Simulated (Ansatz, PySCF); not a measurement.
Process, species as SMILES: [SbH3] (SbH3) → [SbH2-] + H+
Structures are relaxed separately at B3LYP-D3(BJ)/def2-TZVP in Ansatz (a quantum-chemistry and plane-wave program).

Property: gas-phase deprotonation energy (enthalpy at 298 K, with B3LYP-D3(BJ) rigid-rotor harmonic-oscillator terms from PySCF), in kcal/mol. Valence correlation only, unless marked. Spin-orbit coupling is left out. The frozen core is the preceding noble-gas configuration, with the filled d and f shells of earlier blocks. In def2 rows, elements after Kr have scalar-relativistic effective core potentials. STO-3G rows are all-electron and non-relativistic. Anions need diffuse functions: def2-D sets add few; the other sets have none. Basis-set limits of correlation are two-point, X^-3; Hartree-Fock from the larger set.

```csv
level,program,gas-phase deprotonation energy (kcal/mol)
BLYP/def2-TZVPD,Ansatz,351.0
r2SCAN/def2-TZVPD,Ansatz,351.0
LC-wPBE-D4/def2-TZVPD,Ansatz + dftd4,352.9
wB97M-V/def2-TZVPD,Ansatz,___
SCS-MP2/STO-3G,Ansatz,469.1
"CCSD(T)/CBS(def2-TZVPPD,def2-QZVPPD)",Ansatz,___
```

Complete the blanks.


- wB97M-V/def2-TZVPD, gas-phase deprotonation energy (kcal/mol): 347.6
- CCSD(T)/CBS(def2-TZVPPD,def2-QZVPPD), gas-phase deprotonation energy (kcal/mol): 349.3
